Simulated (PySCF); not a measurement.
PySCF input (BP86/def2-SVP):

```python
from pyscf import gto, dft

mol = gto.M(
    atom='''
    Ca    0.00000000    0.00000000    0.00000000
    Cl    0.00000000    0.00000000    2.46962058
    Cl   -0.00000000   -0.00000000   -2.46962058
    ''',
    basis='def2-svp',
    charge=0,
    spin=0,
    verbose=4,
)

mf = dft.RKS(mol, xc='bp86')
mf.grids.level = 3
mf.conv_tol = 1e-9
mf.max_cycle = 100
mf.max_memory = 1500
mf.kernel()
if not mf.converged:
    mf = mf.newton()
    mf.kernel(mf.make_rdm1())
mf.dip_moment()
```

From the output:

```
becke partition: Becke, JCP 88, 2547 (1988); DOI:10.1063/1.454033
pruning grids: <function nwchem_prune>
grids dens level: 3
symmetrized grids: False
atomic radii adjust function: <function treutler_atomic_radii_adjust>
small_rho_cutoff = 0
Set gradient conv threshold to 3.16228e-05
Initial guess from minao.
tot grids = 58184
init E= -1597.82181696014
  HOMO = -0.36131546690821  LUMO = -0.128465082797878  gap/eV = 6.33618
cycle= 1 E= -1597.87242471742  delta_E= -0.0506  |g|= 0.458  |ddm|= 2.57
  HOMO = -0.17579541509399  LUMO = -0.116563879084602  gap/eV = 1.61177
cycle= 2 E= -1597.61724930591  delta_E= 0.255  |g|=    1  |ddm|= 1.87
  HOMO = -0.240656642993496  LUMO = -0.0822987686010526  gap/eV = 4.30914
cycle= 3 E= -1597.94111164492  delta_E= -0.324  |g|= 0.086  |ddm|= 1.28
  HOMO = -0.248156561478811  LUMO = -0.100153792789934  gap/eV = 4.02736
cycle= 4 E= -1597.94354390371  delta_E= -0.00243  |g|= 0.0331  |ddm|= 0.155
  HOMO = -0.248998618868828  LUMO = -0.0997259665913079  gap/eV = 4.06192
cycle= 5 E= -1597.94388608234  delta_E= -0.000342  |g|= 0.00645  |ddm|= 0.03
  HOMO = -0.249473810109055  LUMO = -0.0992342262319119  gap/eV = 4.08823
cycle= 6 E= -1597.94390430823  delta_E= -1.82e-05  |g|= 0.000729  |ddm|= 0.00985
  HOMO = -0.249618894287885  LUMO = -0.0993147656499946  gap/eV = 4.08998
cycle= 7 E= -1597.94390447241  delta_E= -1.64e-07  |g|= 1.12e-05  |ddm|= 0.000925
  HOMO = -0.249621521338958  LUMO = -0.0993191410907908  gap/eV = 4.08994
cycle= 8 E= -1597.94390447245  delta_E= -3.55e-11  |g|= 8e-07  |ddm|= 2.15e-05
  HOMO = -0.249621857815074  LUMO = -0.099319479855861  gap/eV = 4.08994
Extra cycle  E= -1597.94390447244  delta_E= 2.27e-12  |g|= 9.26e-07  |ddm|= 2.12e-06
converged SCF energy = -1597.94390447244
Dipole moment(X, Y, Z, Debye):  0.00000,  0.00000,  0.00000
```

The geometry given is a B3LYP-D3(BJ)/def2-TZVP minimum.
